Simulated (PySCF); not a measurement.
C2H7O2Sb, singlet, at a GFN2-xTB geometry (all electrons, no relativity); CASSCF(8,6)/STO-3G run with PySCF.

The PySCF input:
```python
from pyscf import gto, scf, mcscf
import numpy

mol = gto.M(
    atom='''
Sb   -0.445290   -0.055205    0.577963
H    -1.601631   -0.815309   -0.414187
O    -0.230976    1.152735   -0.996217
C     0.754010    2.147944   -1.002485
H     1.752092    1.739170   -0.820165
H     0.737097    2.597332   -1.997048
H     0.552351    2.928346   -0.262795
O     1.019328   -1.290491    0.067179
C     1.144012   -1.676114   -1.275218
H     1.148511   -0.813984   -1.945872
H     2.094744   -2.203720   -1.364079
H     0.331670   -2.345302   -1.573464
''',
    basis='sto-3g',
    charge=0,
    spin=0,
    verbose=4,
)

mf = scf.RHF(mol)
mf.kernel()
mc = mcscf.CASSCF(mf, 6, 8)
mc.fix_spin_(ss=0.0)
mc.kernel()
occ = numpy.linalg.eigvalsh(mc.fcisolver.make_rdm1(mc.ci, mc.ncas, mc.nelecas))[::-1]
ss = mc.fcisolver.spin_square(mc.ci, mc.ncas, mc.nelecas)[0]
print('natural occupations', occ.round(4), ' <S^2>', round(ss, 4))
```

The log (banner, timings and long lists left out):

```
PySCF version 2.14.0

[INPUT] verbose = 4
[INPUT] num. atoms = 12
[INPUT] num. electrons = 86
[INPUT] charge = 0
[INPUT] spin (= nelec alpha-beta = 2S) = 0
[INPUT] symmetry False subgroup None
[INPUT] Mole.unit = angstrom
[INPUT] Symbol           X                Y                Z      unit          X                Y                Z       unit  Magmom
[INPUT]  1 Sb    -0.445290000000  -0.055205000000   0.577963000000 AA   -0.841476146008  -0.104322330707   1.092191780132 Bohr   0.0
[INPUT]  2 H     -1.601631000000  -0.815309000000  -0.414187000000 AA   -3.026643942613  -1.540710716893  -0.782699994355 Bohr   0.0
[INPUT]  3 O     -0.230976000000   1.152735000000  -0.996217000000 AA   -0.436481381348   2.178353444201  -1.882577290636 Bohr   0.0
[INPUT]  4 C      0.754010000000   2.147944000000  -1.002485000000 AA    1.424872395183   4.059025890903  -1.894422093985 Bohr   0.0
[INPUT]  5 H      1.752092000000   1.739170000000  -0.820165000000 AA    3.310974025041   3.286554984060  -1.549887226954 Bohr   0.0
[INPUT]  6 H      0.737097000000   2.597332000000  -1.997048000000 AA    1.392911457239   4.908246134569  -3.773873777610 Bohr   0.0
[INPUT]  7 H      0.552351000000   2.928346000000  -0.262795000000 AA    1.043792114630   5.533771937966  -0.496610576905 Bohr   0.0
[INPUT]  8 O      1.019328000000  -1.290491000000   0.067179000000 AA    1.926250751101  -2.438674556216   0.126949911322 Bohr   0.0
[INPUT]  9 C      1.144012000000  -1.676114000000  -1.275218000000 AA    2.161869363216  -3.167396413549  -2.409812769116 Bohr   0.0
[INPUT] 10 H      1.148511000000  -0.813984000000  -1.945872000000 AA    2.170371241050  -1.538206829778  -3.677165153460 Bohr   0.0
[INPUT] 11 H      2.094744000000  -2.203720000000  -1.364079000000 AA    3.958492461076  -4.164427255227  -2.577735722271 Bohr   0.0
[INPUT] 12 H      0.331670000000  -2.345302000000  -1.573464000000 AA    0.626765463734  -4.431978459395  -2.973416026863 Bohr   0.0

nuclear repulsion = 509.030190533716
number of shells = 30
number of NR pGTOs = 162
number of NR cGTOs = 54
basis = sto-3g
ecp = {}

******** <class 'pyscf.scf.hf.RHF'> ********
method = RHF
initial guess = minao
damping factor = 0
level_shift factor = 0
DIIS = <class 'pyscf.scf.diis.CDIIS'>
diis_start_cycle = 1
diis_space = 8
diis_damp = 0
SCF conv_tol = 1e-09
SCF conv_tol_grad = None
SCF max_cycles = 50
direct_scf = True
direct_scf_tol = 1e-13
Set gradient conv threshold to 3.16228e-05
Initial guess from minao.
init E= -6459.69604347951
  HOMO = -0.500495196137614  LUMO = -0.221456291743525  gap/eV = 7.59304
cycle= 1 E= -6477.76755981464  delta_E= -18.1  |g|= 0.608  |ddm|= 4.22
  HOMO = -0.168211311470727  LUMO = 0.33173615076618  gap/eV = 13.60426
cycle= 2 E= -6477.90447500758  delta_E= -0.137  |g|= 0.174  |ddm|=  1.1
  HOMO = -0.245468435428406  LUMO = 0.283775420030108  gap/eV = 14.40146
cycle= 3 E= -6477.91629527155  delta_E= -0.0118  |g|= 0.0415  |ddm|= 0.294
  HOMO = -0.258926085447207  LUMO = 0.274545416712436  gap/eV = 14.51650
cycle= 4 E= -6477.91729821682  delta_E= -0.001  |g|= 0.00759  |ddm|= 0.0914
  HOMO = -0.258678734830566  LUMO = 0.274444250928999  gap/eV = 14.50702
cycle= 5 E= -6477.91734318171  delta_E= -4.5e-05  |g|= 0.00122  |ddm|= 0.0235
  HOMO = -0.258866194931555  LUMO = 0.274316258971734  gap/eV = 14.50863
cycle= 6 E= -6477.91734425297  delta_E= -1.07e-06  |g|= 0.000355  |ddm|= 0.00355
  HOMO = -0.258859460302964  LUMO = 0.274325444433874  gap/eV = 14.50870
cycle= 7 E= -6477.91734433771  delta_E= -8.47e-08  |g|= 0.000124  |ddm|= 0.000925
  HOMO = -0.258866299386208  LUMO = 0.274316405943838  gap/eV = 14.50864
cycle= 8 E= -6477.91734435204  delta_E= -1.43e-08  |g|= 3.9e-05  |ddm|= 0.000415
  HOMO = -0.258862274675205  LUMO = 0.274320883498137  gap/eV = 14.50865
cycle= 9 E= -6477.91734435372  delta_E= -1.68e-09  |g|= 7.53e-06  |ddm|= 0.000168
  HOMO = -0.258862063443539  LUMO = 0.27432167434773  gap/eV = 14.50867
cycle= 10 E= -6477.91734435379  delta_E= -7.09e-11  |g|= 2.33e-06  |ddm|= 2.99e-05
  HOMO = -0.258862319740868  LUMO = 0.274321654374155  gap/eV = 14.50867
Extra cycle  E= -6477.9173443538  delta_E= -5.46e-12  |g|= 1.23e-06  |ddm|= 6.43e-06
converged SCF energy = -6477.9173443538

******** <class 'pyscf.mcscf.mc1step.CASSCF'> ********
CAS (4e+4e, 6o), ncore = 39, nvir = 9
max_cycle_macro = 50
max_cycle_micro = 4
conv_tol = 1e-07
conv_tol_grad = None
orbital rotation max_stepsize = 0.02
orbital rotation threshold for CI restart = 0.01
augmented hessian ah_max_cycle = 30
augmented hessian ah_conv_tol = 1e-12
augmented hessian ah_linear dependence = 1e-14
augmented hessian ah_level shift = 1e-08
augmented hessian ah_start_tol = 2.5
augmented hessian ah_start_cycle = 3
augmented hessian ah_grad_trust_region = 3
kf_trust_region = 3
kf_interval = 4
ci_response_space = 4
ci_grad_trust_region = 3
with_dep4 0
natorb = False
canonicalization = True
sorting_mo_energy = False
ao2mo_level = 2
internal_rotation = False
******** <class 'pyscf.fci.addons.SpinPenaltyFCISolver'> ********
max. cycles = 50
conv_tol = 1e-08
davidson only = True
linear dependence = 1e-12
level shift = 0.001
max iter space = 12
nroots = 1
pspace_size = 400
spin = None
CASCI E = -6477.93311327276  S^2 = 0.0000000
Set conv_tol_grad to 0.000316228
macro iter   1 ( 21 JK    4 micro), CASSCF E = -6477.95506364786  dE = -2.19503751e-02  S^2 = 0.0000000
               |grad[o]|=0.0276  |grad[c]|=0.0976  |ddm|=0.0693  |maxRot[o]|=0.276
macro iter   2 ( 21 JK    4 micro), CASSCF E = -6477.96299071876  dE = -7.92707089e-03  S^2 = 0.0000000
               |grad[o]|=0.0251  |grad[c]|=0.117  |ddm|=0.0302  |maxRot[o]|=0.193
macro iter   3 ( 21 JK    4 micro), CASSCF E = -6477.96401705062  dE = -1.02633186e-03  S^2 = 0.0000000
               |grad[o]|=0.0161  |grad[c]|=0.062  |ddm|=0.0256  |maxRot[o]|=0.168
macro iter   4 ( 21 JK    4 micro), CASSCF E = -6477.96451965249  dE = -5.02601871e-04  S^2 = 0.0000000
               |grad[o]|=0.0118  |grad[c]|=0.00838  |ddm|=0.00369  |maxRot[o]|=0.057
macro iter   5 (  7 JK    2 micro), CASSCF E = -6477.96561487104  dE = -1.09521855e-03  S^2 = 0.0000000
               |grad[o]|=0.00685  |grad[c]|=0.00537  |ddm|=0.00752  |maxRot[o]|=0.0687
macro iter   6 (  7 JK    2 micro), CASSCF E = -6477.96635967638  dE = -7.44805345e-04  S^2 = 0.0000000
               |grad[o]|=0.00432  |grad[c]|=0.00963  |ddm|=0.00494  |maxRot[o]|=0.0697
macro iter   7 (  6 JK    2 micro), CASSCF E = -6477.96663790576  dE = -2.78229379e-04  S^2 = 0.0000000
               |grad[o]|=0.00299  |grad[c]|=0.00564  |ddm|=0.00259  |maxRot[o]|=0.0499
macro iter   8 ( 15 JK    4 micro), CASSCF E = -6477.96597490666  dE =  6.62999104e-04  S^2 = 0.0000000
               |grad[o]|=0.00186  |grad[c]|=0.0147  |ddm|=0.00858  |maxRot[o]|=0.126
macro iter   9 ( 21 JK    4 micro), CASSCF E = -6477.96613557967  dE = -1.60673016e-04  S^2 = 0.0000000
               |grad[o]|=0.00339  |grad[c]|=0.00193  |ddm|=0.00164  |maxRot[o]|=0.0208
macro iter  10 (  7 JK    2 micro), CASSCF E = -6477.96639184690  dE = -2.56267223e-04  S^2 = 0.0000000
               |grad[o]|=0.00246  |grad[c]|=0.000514  |ddm|=0.00296  |maxRot[o]|=0.0383
macro iter  11 (  7 JK    2 micro), CASSCF E = -6477.96662887338  dE = -2.37026487e-04  S^2 = 0.0000000
               |grad[o]|=0.00176  |grad[c]|=0.00124  |ddm|=0.00315  |maxRot[o]|=0.0517
macro iter  12 (  6 JK    2 micro), CASSCF E = -6477.96671993213  dE = -9.10587469e-05  S^2 = 0.0000000
               |grad[o]|=0.0011  |grad[c]|=0.00179  |ddm|=0.00166  |maxRot[o]|=0.043
macro iter  13 ( 10 JK    3 micro), CASSCF E = -6477.96667582847  dE =  4.41036555e-05  S^2 = 0.0000000
               |grad[o]|=0.000544  |grad[c]|=0.00154  |ddm|=0.00104  |maxRot[o]|=0.0361
macro iter  14 ( 21 JK    4 micro), CASSCF E = -6477.96668399099  dE = -8.16251486e-06  S^2 = 0.0000000
               |grad[o]|=0.000686  |grad[c]|=0.0013  |ddm|=0.000757  |maxRot[o]|=0.0256
macro iter  15 (  6 JK    2 micro), CASSCF E = -6477.96672207485  dE = -3.80838646e-05  S^2 = 0.0000000
               |grad[o]|=0.00065  |grad[c]|=0.000831  |ddm|=0.00113  |maxRot[o]|=0.0264
macro iter  16 ( 19 JK    4 micro), CASSCF E = -6477.96669169306  dE =  3.03817906e-05  S^2 = 0.0000000
               |grad[o]|=0.000281  |grad[c]|=0.00371  |ddm|=0.00197  |maxRot[o]|=0.0207
macro iter  17 ( 21 JK    4 micro), CASSCF E = -6477.96670263656  dE = -1.09434959e-05  S^2 = 0.0000000
               |grad[o]|=0.000783  |grad[c]|=0.00126  |ddm|=0.000693  |maxRot[o]|=0.016
macro iter  18 ( 15 JK    4 micro), CASSCF E = -6477.96665306072  dE =  4.95758431e-05  S^2 = 0.0000000
               |grad[o]|=0.000481  |grad[c]|=0.000996  |ddm|=0.00112  |maxRot[o]|=0.0293
macro iter  19 ( 12 JK    3 micro), CASSCF E = -6477.96669624754  dE = -4.31868275e-05  S^2 = 0.0000000
               |grad[o]|=0.000788  |grad[c]|=0.000375  |ddm|=0.000783  |maxRot[o]|=0.021
macro iter  20 (  7 JK    2 micro), CASSCF E = -6477.96672469002  dE = -2.84424814e-05  S^2 = 0.0000000
               |grad[o]|=0.000508  |grad[c]|=0.000658  |ddm|=0.00108  |maxRot[o]|=0.0262
macro iter  21 ( 17 JK    4 micro), CASSCF E = -6477.96664591110  dE =  7.87789286e-05  S^2 = 0.0000000
               |grad[o]|=0.000281  |grad[c]|=0.00197  |ddm|=0.000687  |maxRot[o]|=0.0688
macro iter  22 ( 12 JK    3 micro), CASSCF E = -6477.96669299770  dE = -4.70866071e-05  S^2 = 0.0000000
               |grad[o]|=0.000884  |grad[c]|=0.0007  |ddm|=0.000723  |maxRot[o]|=0.0248
macro iter  23 (  7 JK    2 micro), CASSCF E = -6477.96672462917  dE = -3.16314636e-05  S^2 = 0.0000000
               |grad[o]|=0.000509  |grad[c]|=0.00137  |ddm|=0.00163  |maxRot[o]|= 0.03
macro iter  24 ( 15 JK    4 micro), CASSCF E = -6477.96671445708  dE =  1.01720889e-05  S^2 = 0.0000000
               |grad[o]|=0.000282  |grad[c]|=0.00258  |ddm|=0.00168  |maxRot[o]|=0.0334
macro iter  25 ( 21 JK    4 micro), CASSCF E = -6477.96672086070  dE = -6.40362396e-06  S^2 = 0.0000000
               |grad[o]|=0.000438  |grad[c]|=0.000856  |ddm|=0.000559  |maxRot[o]|=0.0262
macro iter  26 ( 15 JK    4 micro), CASSCF E = -6477.96671399597  dE =  6.86473049e-06  S^2 = 0.0000000
               |grad[o]|=0.000355  |grad[c]|=0.00219  |ddm|=0.00178  |maxRot[o]|=0.0254
macro iter  27 ( 21 JK    4 micro), CASSCF E = -6477.96671547804  dE = -1.48206709e-06  S^2 = 0.0000000
               |grad[o]|=0.000536  |grad[c]|=0.00153  |ddm|=0.000966  |maxRot[o]|=0.0376
macro iter  28 ( 18 JK    4 micro), CASSCF E = -6477.96670890125  dE =  6.57678538e-06  S^2 = 0.0000000
               |grad[o]|=0.000448  |grad[c]|=0.00151  |ddm|=0.000713  |maxRot[o]|=0.0343
macro iter  29 ( 21 JK    4 micro), CASSCF E = -6477.96672499068  dE = -1.60894242e-05  S^2 = 0.0000000
               |grad[o]|=0.000448  |grad[c]|=0.000617  |ddm|=0.00121  |maxRot[o]|=0.0309
macro iter  30 ( 19 JK    4 micro), CASSCF E = -6477.96672778165  dE = -2.79096912e-06  S^2 = 0.0000000
               |grad[o]|=0.000249  |grad[c]|=0.00156  |ddm|=0.000551  |maxRot[o]|=0.013
macro iter  31 ( 10 JK    2 micro), CASSCF E = -6477.96672912919  dE = -1.34754464e-06  S^2 = 0.0000000
               |grad[o]|=0.000173  |grad[c]|=0.000132  |ddm|=0.000509  |maxRot[o]|=0.00479
macro iter  32 (  6 JK    1 micro), CASSCF E = -6477.96672934462  dE = -2.15424734e-07  S^2 = 0.0000000
               |grad[o]|=5.73e-05  |grad[c]|=0.000162  |ddm|=0.000136  |maxRot[o]|=0.00193
macro iter  33 (  1 JK    1 micro), CASSCF E = -6477.96672934567  dE = -1.05410436e-09  S^2 = 0.0000000
               |grad[o]|=2.62e-05  |grad[c]|=3.34e-05  |ddm|=3.01e-05  |maxRot[o]|=    0
1-step CASSCF converged in  33 macro (454 JK 103 micro) steps
CASSCF canonicalization
Density matrix diagonal elements [1.98563676 1.98826873 1.95922131 1.95628228 0.05959506 0.05099587]
CASSCF energy = -6477.96672934567
CASCI E = -6477.96672934567  E(CI) = -13.6103755418699  S^2 = 0.0000000
natural occupations [1.9936 1.9933 1.9582 1.9477 0.0585 0.0486]  <S^2> 0.0
```
